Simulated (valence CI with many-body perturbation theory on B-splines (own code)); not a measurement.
Values are calculated unless marked as measured or tabulated.
Sensitivity of CI+MBPT for P9+

Method: configuration interaction combined with many-body perturbation theory (CI+MBPT): four valence electrons over a frozen Dirac-Fock core [He], radial functions for each j: 6 s, 6 p, 5 d, 3 f, 1 g, with the one-electron correlation potential Σ1 (screened to all orders), the two-electron term Σ2, the three-electron term Σ3, Breit, model QED; selected single and double excitations, second order for the rest, scaled by the run's own slope (own B-spline code, finite nucleus).

No measured spectrum was set against this ion. As an estimate, levels of excited configurations hold to 0.05 to 0.15 % of their energy, terms of the ground configuration to about 0.5 %.

The reference run has the lowest level 2s²2p² ³P_0 and an ionisation energy of 424.536 eV. Its largest variational space holds 11312 state functions.

Changed runs:
A. three-electron term on → off
B. core polarisation of operators on → off
C. scale of Σ2 1 → 0.8
D. factor on the speed of light 1 → 1.1 (bad on purpose)

Excitation energies of the reference run in cm⁻¹, and shifts in cm⁻¹:

| Level | Reference | A | B | C | D |
| --- | --- | --- | --- | --- | --- |
| 2s²2p² ³P_1 | 3674 | -0.5 | 0 | +0.9 | -726 |
| 2s²2p² ³P_2 | 9023 | +2.7 | 0 | +0.4 | -1603 |
| 2s²2p² ¹D_2 | 60024 | +203 | 0 | -46 | -1325 |
| 2s²2p² ¹S_0 | 120501 | +382 | 0 | -163 | -1553 |
| 2s2p³ ⁵S°_2 | 167211 | -172 | 0 | +49 | -2719 |
| 2s2p³ ³D°_2 | 323332 | +199 | 0 | +90 | -2674 |
| 2s2p³ ³D°_3 | 323387 | +198 | 0 | +91 | -2752 |
| 2s2p³ ³D°_1 | 323538 | +199 | 0 | +90 | -2719 |
| 2s2p³ ³P°_1 | 380266 | +306 | 0 | +46 | -2902 |
| 2s2p³ ³P°_0 | 380286 | +306 | 0 | +45 | -2882 |
| 2s2p³ ³P°_2 | 380496 | +306 | 0 | +46 | -2987 |
| 2s2p³ ¹D°_2 | 485395 | +625 | 0 | +340 | -2950 |
| Ionisation energy (eV) | 424.536 | +0.049 | 0 | +0.0035 | -0.063 |

No effect on these energies: B.
